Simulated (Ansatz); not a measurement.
Isomers of ZrAg$_{4}$⁺ (doublet), relaxed with r2SCAN-D4/def2-SVP; total energies from Ansatz at RPA@PBE/def2-TZVP.

```tsv
isomer	description	energy (Eh)
A	point group Cs; 4 × Ag–Zr 2.64 to 2.81 Å; 2 × Ag–Ag 2.67 Å	-633.59492
B	point group not assigned; 4 × Ag–Zr 2.64 to 2.81 Å; 2 × Ag–Ag 2.67 Å	-633.59477
C	point group C2v; 4 × Ag–Zr 2.82 to 2.84 Å; 3 × Ag–Ag 2.63 to 2.67 Å	-633.60252
D	point group not assigned; 4 × Ag–Zr 2.73 to 2.78 Å; 3 × Ag–Ag 2.78 to 2.79 Å	-633.59490
```

In the def2 sets Ag, Zr take a core potential; there is no spin–orbit coupling. Correlated methods freeze no core orbitals; core or outer-core shells of Zr, Ag are correlated, in sets that lack core-valence functions.

The isomers come from a short search, and lower ones may exist.

Question: Work out the relative energies (1 Eh = 2625.5 kJ/mol) and the Boltzmann populations at 800 K from electronic energies alone (R = 8.314 J/mol/K).

Answer: ΔE: A 20.0, B 20.3, C 0.0, D 20.0 kJ/mol. RT = 6.65 kJ/mol. Factors exp(−ΔE/RT): A 0.0494, B 0.0472, C 1, D 0.0494; sum 1.146. Populations: A 4.3 %, B 4.1 %, C 87.3 %, D 4.3 %. Zero-point energy, vibrational entropy and symmetry numbers are left out and can shift these; an error of 4 kJ/mol changes a ratio by a factor of 1.8. Over the other density-functional and correlated levels in def2 sets, the gap between C and A ranges from 5 to 47 kJ/mol.
